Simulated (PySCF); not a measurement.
**Working out the ionisation energy of Ge⁺**

Ge⁺ [Ar] 3d10 4s2 4p1 (2P) → Ge²⁺ [Ar] 3d10 4s2 (1S). Calculation: PySCF 2.14, in jorge-DZP-DKH; scalar relativity by spin-free X2C-1e. Frozen: [Ar] 3d10. Energies in hartree (1 hartree = 27.21139 eV):

```csv
part,Ge⁺ (lower),Ge²⁺ (upper)
UHF,-2096.663015,-2096.109604
CCSD correlation,-0.034409,-0.037588
(T),-0.000155,0.000000
```

Task: What does Hartree-Fock give?

Result: (-2096.109604) − (-2096.663015) = 0.553411 hartree = 15.059 eV.

Task: What do CCSD and CCSD(T) give?

Result: The CCSD correlation energies differ by -0.003179 hartree = -0.087 eV and the triples by 0.000155 hartree = 0.004 eV, so CCSD gives 14.972 eV and CCSD(T) 14.976 eV.

Measured between the centres of the two terms (NIST): 15.789 eV, so CCSD(T) (valence) is off by -0.813 eV.

A double-zeta basis recovers only part of the correlation energy.

What remains against the reference includes basis incompleteness, the frozen core and higher excitations.
